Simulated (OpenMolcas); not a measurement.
Run times for SnH3Br (SMILES [H][Sn]([H])([H])[Br])

SnH3Br has 5 atoms, charge 0, and is taken as a singlet. As SMILES, `[H][Sn]([H])([H])[Br]`. The shape comes from GFN2-xTB, which is rough for such elements, and wasn't checked as a minimum.

```tsv
atom	x (Å)	y (Å)	z (Å)
Sn	-0.0016	0.0015	-0.2010
Br	0.0127	-0.0207	2.2541
H	1.5985	0.0114	-0.6929
H	-0.8086	1.3920	-0.6670
H	-0.8010	-1.3842	-0.6931
```

Program: OpenMolcas 26.06. Hardware: 1 thread of Intel Xeon 6975P-C (Granite Rapids), shared host, so times are rough. Two-electron integrals are exact unless an approximation is named.

Estimate their order by wall time, quickest first.
A. gradient at PBE0/def2-SVPD (core potential), grid UltraFine
B. gradient at HF/STO-3G
C. energy of the triplet at ROCCSD/ANO-R0 (sfX2C), 27 core orbitals frozen

B (2.2 s), C (6 s), A (21 s).
